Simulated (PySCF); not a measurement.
H4O4Ta, neutral, multiplicity 2. Atoms are numbered in the order given.

```xyz
9

Ta     0.0000     0.0000    -0.0142
O      0.6504    -1.2615     1.2830
H      1.3485    -1.2448     1.9448
O     -0.6504     1.2615     1.2830
H     -1.3485     1.2448     1.9448
O     -0.5444    -1.3254    -1.2828
H     -1.2909    -1.9135    -1.4282
O      0.5444     1.3254    -1.2828
H      1.2909     1.9135    -1.4282
```
Charge 0, spin multiplicity 2.

Coordinates come from a r2SCAN-D4/def2-SVP optimisation. The spin state was assumed, not searched. The def2 effective core potentials stand for the cores of Ta; spin–orbit coupling is left out. The values are those of a single conformer.

These are PBE/def2-TZVP in PySCF values and carry that method's errors.

ESP charges are fitted to the potential on shells at 1.4 to 2.0 van der Waals radii. Atomic charges (e):

```csv
atom,ESP fit,Löwdin,Mulliken,Mulliken spin
Ta1,0.82,0.49,[?],1.05
O2,-0.64,-0.29,[?],-0.01
H3,0.41,0.16,[?],0.00
O4,-0.64,-0.29,[?],-0.01
H5,0.41,0.16,[?],0.00
O6,-0.58,-0.28,[?],-0.01
H7,0.40,0.16,[?],0.00
O8,-0.58,-0.28,[?],-0.01
H9,0.40,0.16,[?],0.00
```

Complete the blanks. (Estimate from the structure and the level; the computed values follow.)


- Ta1, Mulliken: 1.04
- O2, Mulliken: -0.58
- H3, Mulliken: 0.32
- O4, Mulliken: -0.58
- H5, Mulliken: 0.32
- O6, Mulliken: -0.59
- H7, Mulliken: 0.32
- O8, Mulliken: -0.59
- H9, Mulliken: 0.32
